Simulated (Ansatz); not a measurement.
CH5NOSi (`C1N[SiH2]O1`). Charge 0, multiplicity 1.

```json
{"atom": "C1", "x (Å)": "-0.4705", "y (Å)": "0.8593", "z (Å)": "0.5026"}
{"atom": "N2", "x (Å)": "0.8404", "y (Å)": "0.2035", "z (Å)": "0.4296"}
{"atom": "Si3", "x (Å)": "0.1730", "y (Å)": "-0.8190", "z (Å)": "-0.7907"}
{"atom": "O4", "x (Å)": "-1.1347", "y (Å)": "0.1959", "z (Å)": "-0.5840"}
{"atom": "H5", "x (Å)": "-0.4252", "y (Å)": "1.9350", "z (Å)": "0.3007"}
{"atom": "H6", "x (Å)": "-1.0000", "y (Å)": "0.6827", "z (Å)": "1.4470"}
{"atom": "H7", "x (Å)": "1.2994", "y (Å)": "-0.0406", "z (Å)": "1.2904"}
{"atom": "H8", "x (Å)": "-0.0650", "y (Å)": "-2.2510", "z (Å)": "-0.4525"}
{"atom": "H9", "x (Å)": "0.7825", "y (Å)": "-0.7658", "z (Å)": "-2.1432"}
```

Q: List the harmonic frequencies (cm⁻¹, unscaled) at PBE0-D4/def2-TZVP in Ansatz. (Best estimate.)

A: The calculation gave: 220, 378, 548, 658, 691, 783, 829, 947, 1011, 1031, 1035, 1113, 1170, 1257, 1385, 1547, 2196, 2232, 3015, 3060, 3662.

Q: Is this a minimum?

A: Yes, all 21 modes are real.

Q: Give the ideal-gas thermochemistry at 298.15 K and 1 bar (rigid rotor, harmonic oscillator; point group C1, symmetry number 1).

A: Zero-point energy 172.1 kJ/mol; H(298) − E = 186.4 kJ/mol; entropy 285.5 J/(mol·K), of which translation 162.7, rotation 101.1, vibration 21.7; G(298) − E = 101.2 kJ/mol.

Q: And at 400, 500, 600, 800 and 1000 K?

A: 
```tsv
T (K)	H − E (kJ/mol)	S (J/mol/K)	G − E (kJ/mol)
400	195.0	310.4	70.9
500	205.4	333.5	38.7
600	217.4	355.2	4.2
800	244.7	394.4	-70.8
1000	275.4	428.6	-153.2
```
